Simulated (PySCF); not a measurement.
# I⁻ (iodine, charge -1) across methods

[Xe], closed-shell 1S. All numbers are calculated (PySCF 2.14, scalar relativity through the core potential, in def2-TZVPPD with the def2 core potential (28 electrons) (7s6p4d2f, 59 functions)).

```csv
method,E (hartree),mean ε 4d (eV),mean ε 5s (eV),mean ε 5p (eV),Σ⟨r²⟩ (bohr²),⟨S²⟩
PBE0,-297.8124,-45.367,-11.806,-1.071,76.35,0.000
UHF,-296.74354,-54.601,-16.534,-3.429,76.22,0.000
LDA,-297.3878,-41.966,-10.226,-0.202,77.42,0.000
LC-wPBE,-297.8375,-47.268,-15.211,-3.532,74.98,0.000
PW91,-297.8966,-42.128,-10.049,-0.116,77.81,0.000
PBEsol,-297.5003,-41.906,-10.010,-0.067,77.31,0.000
PBE,-297.7851,-42.065,-9.980,-0.072,77.73,0.000
r2SCAN,-297.9153,-43.030,-10.481,-0.281,76.17,0.000
MN15,-297.0811,-45.199,-12.779,-1.620,77.39,0.000
```

Energies and moments cover only the electrons outside the core potential.
